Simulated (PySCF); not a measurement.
Polarisability and C₆ of S³⁺ (sulfur, charge +3)

[Ne] 3s2 3p1, 2P determinant. Computed with PySCF 2.14 in dyall-av3z, with no relativity, point nucleus. Coupled (time-dependent) response in atomic units; α is the mean over directions.

| method | mean α (bohr³) | α xx, yy, zz | C₆ (like pair) | S(−4) |
| --- | --- | --- | --- | --- |
| UHF | 5.559 | 5.825, 5.028, 5.825 | 14.99 | 15.08 |
| PBE | 5.313 | 5.550, 4.838, 5.550 | 14.03 | 13.37 |
| PBE0 | 5.370 | 5.620, 4.869, 5.620 | 14.25 | 13.70 |
| BHandHLYP | 5.366 | 5.613, 4.871, 5.613 | 14.25 | 13.61 |
| TPSSh | 5.437 | 5.693, 4.927, 5.693 | 14.60 | 14.05 |

S(−4) is the Cauchy moment in α(ω) = α(0) + S(−4) ω² + …

α(iu) at PBE:

| u (hartree) | α(iu) (bohr³) |
| --- | --- |
| 0 | 5.313 |
| 0.0500 | 5.280 |
| 0.100 | 5.183 |
| 0.200 | 4.833 |
| 0.300 | 4.355 |
| 0.500 | 3.336 |
| 0.750 | 2.321 |
| 1.00 | 1.646 |
| 1.50 | 0.9218 |
| 2.00 | 0.5852 |
| 3.00 | 0.3016 |
| 5.00 | 0.1315 |

A single London oscillator, α(iu) = α/(1 + u²/ω²), gives C₆ = (3/4) ω α². Matching the computed C₆ needs ω = 4 × 14.03 / (3 × 5.313²) = 0.663 hartree.

For an ion, C₆ is the dispersion term alone; charge-induced terms of lower order in 1/R come first.

The components differ because the open shell of this determinant is not spherical; for a pure term their mean is the scalar polarisability.
